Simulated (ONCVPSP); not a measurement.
# Before and after: ONCV potential for silicon

| Quantity | Value |
| --- | --- |
| Element | Si (Z = 14) |
| Generator | ONCVPSP 4.0.1 |
| Type | optimised norm-conserving Vanderbilt (ONCV) |
| Functional | PBE |
| Relativity | non-relativistic |
| Frozen core | [Ne] |
| Valence charge | 4 |
| Reference configuration | 3s2 3p1 (charge +1) |
| Partial waves | 3s: rc 1.90 bohr, ncon 4, nbas 8, qcut 3.4 1/bohr, local; 3p: rc 2.10 bohr, ncon 4, nbas 7, qcut 3.3 1/bohr, 1 projector |
| Local potential | the s channel |
| Core correction | Teter function, fcfact 2.75, rcfact 1.3 |

Change: core [He], valence charge 12; reference 2s2 2p6 3s2 3p2; waves now 2s+3s: rc 0.95 bohr, ncon 4, nbas 7, qcut 9.9 1/bohr, 2 projectors; 2p+3p: rc 1.00 bohr, ncon 3, nbas 7, qcut 10.9 1/bohr, 2 projectors; local potential polynomial inside 0.65 bohr (lpopt 5, dvloc0 4 Ha).

Cutoffs: the cutoffs (Ha) at which the residual kinetic energy of the hardest occupied pseudo-wave falls to 1 and 0.1 mHa per electron; they do not see the model core or the augmentation charge, which bear on the density cutoff. Errors are all-electron minus pseudo energies relative to the spin-unpolarised reference configuration.

Question: What does the change do?

Answer: The potential gets harder (11 Ha and 42 Ha → 59 Ha and 177 Ha); neither file shows a bound ghost. The added semicore shells are compact, so their waves need more plane waves. Several settings change at once here, so the effects cannot be laid on one of them.

```csv
quantity,base,changed
"cutoff, loose",11 Ha,59 Ha
"cutoff, tight",42 Ha,177 Ha
loose cutoff by channel,"s 11 Ha, p 3.4 Ha","s 30 Ha, p 59 Ha"
bound ghosts,none,none
GHOST(+) flags under 300 eV,none,none
"largest error over its own tests, meV",+47,+3.2
"rms error of d²Exc/dni dnj with the model core, mHa",0.23,1.12
```
